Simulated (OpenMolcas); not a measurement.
## Cr3+, Mo3+, W3+: d³ down the group

```
Program             : OpenMolcas 26.06
Method              : MS-CASPT2, IPEA 0.25 Eh, imaginary shift 0.1 Eh
Basis               : ANO-RCC-VTZP
Scalar Hamiltonian  : DKH2, point nucleus
Spin-orbit coupling : state interaction with AMFI integrals over the reference wave functions, term energies averaged over their components
```

Active space for each ion: 3 electrons in 10 orbitals (d d); closed shells correlated by CASPT2: Cr3+ 3s 3p; Mo3+ 4s 4p; W3+ 5s 5p.

Computed levels in cm-1 above ⁴F_3/2:

```csv
Level,Cr3+,Mo3+,W3+
⁴F_5/2,248,763,3690
⁴F_7/2,587,1728,7010
⁴F_9/2,1009,2830,9670
⁴P_1/2,14770,10560,18790
⁴P_3/2,14880,10530,19570
⁴P_5/2,15180,11850,18150
²G_7/2,15520,11890,16080
²G_9/2,15890,12670,25510
²P_1/2,20090,14220,11780
weight of ⁴F in the lowest level (%),100,99,87
```

Mixed levels, with the weight of the term that names them: W3+ ⁴F_9/2 (74 %), W3+ ⁴P_1/2 (50 %), W3+ ⁴P_3/2 (51 %), W3+ ²G_9/2 (50 %), W3+ ²P_1/2 (50 %).

Measured, with the error of the calculation in %. Measured levels: Cr3+ from Sugar and Corliss, J. Phys. Chem. Ref. Data 6, 317 (1977); Mo3+ from Sugar and Musgrove, J. Phys. Chem. Ref. Data 17, 155 (1988); W3+ from the list in J. Phys. B 45, 035001 (2012).

| Level | Cr3+ | Mo3+ | W3+ |
| --- | --- | --- | --- |
| ⁴F_5/2 | 236 (+5.3) | 778 (-1.9) | 3537 (+4.3) |
| ⁴F_7/2 | 556 (+5.7) | 1760 (-1.8) | 6745 (+4.0) |
| ⁴F_9/2 | 946 (+6.8) | 2865 (-1.3) | 9256 (+4.5) |
| ⁴P_1/2 | 14059 (+5.0) | 10338 (+2.1) |  |
| ⁴P_3/2 | 14177 (+5.0) | 10331 (+1.9) |  |
| ⁴P_5/2 | 14471 (+4.9) | 11612 (+2.0) | 17190 (+5.6) |
| ²G_7/2 | 15052 (+3.1) | 11580 (+2.7) | 15261 (+5.4) |
| ²G_9/2 | 15402 (+3.2) | 12311 (+2.9) |  |
| ²P_1/2 | 19519 (+2.9) | 14348 (-0.9) |  |

The fine-structure level ⁴F_9/2 changes by a factor of 9.58 from Cr3+ to W3+.

Without spin-orbit coupling ⁴P lies 14450, 9750, 9900 cm-1 above ⁴F in that order; the difference to the level ⁴P_1/2, of either sign, comes from spin-orbit coupling, which also lowers the zero.

CASPT2 breaks the degeneracy within a term, and the mean is taken; among the terms shown or strongly mixed into the levels shown the widest spread is 700 cm-1 (4d³ ⁴F, Mo3+). Over all roots computed the reference weight is 0.90 to 0.96 in W3+; the roots of lowest weight are the least certain, and an intruder state may touch them. Active for correlation alone: 4d; no level in the range computed is led by a configuration that fills it, so any true level of that kind is missing (holds for Cr3+). Active for correlation alone: 5d; no level in the range computed is led by a configuration that fills it, so any true level of that kind is missing (holds for Mo3+). Active for correlation alone: 6d; no level in the range computed is led by a configuration that fills it, so any true level of that kind is missing (holds for W3+). Measured partners are found by configuration, term and J. A level has none where our copy of the source lacks it or the pairing is in doubt (some pairs that miss far off the trend of their configuration count as doubtful), and it then counts in no deviation. Only configurations of the active space appear.
